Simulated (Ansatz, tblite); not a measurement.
Forces on Ti₂O₃⁺ at its B3LYP-D4/def2-SVP geometry. Charge 1, multiplicity 2.

The xTB rows come from tblite. The structure comes from a short search, and lower isomers may exist.

GFN1-xTB (tblite), largest force 1.55 eV/Å:

```xyz
5
positions Å, forces eV/Å
Ti   -1.010    0.108    0.242    0.576    0.175   -1.009
Ti    1.388    0.037   -1.012   -0.351    0.001    0.217
O    -0.891   -0.323    1.752   -0.346   -0.342    1.477
O     0.059   -1.065   -0.804   -0.101   -0.862   -0.599
O     0.455    1.244   -0.177    0.223    1.028   -0.086
```

GFN2-xTB (tblite), largest force 1.14 eV/Å:

```
Ti -0.383 0.263 -0.727
Ti 0.715 -0.131 0.032
O 0.166 -0.322 1.080
O -0.385 -0.698 -0.408
O -0.113 0.888 0.023
```

PBE-D4/def2-TZVP (Ansatz), largest force 1.36 eV/Å:

```
Ti -0.501 0.394 -1.135
Ti -0.082 0.004 0.037
O 0.139 -0.377 1.300
O 0.160 -0.370 -0.198
O 0.283 0.349 -0.003
```
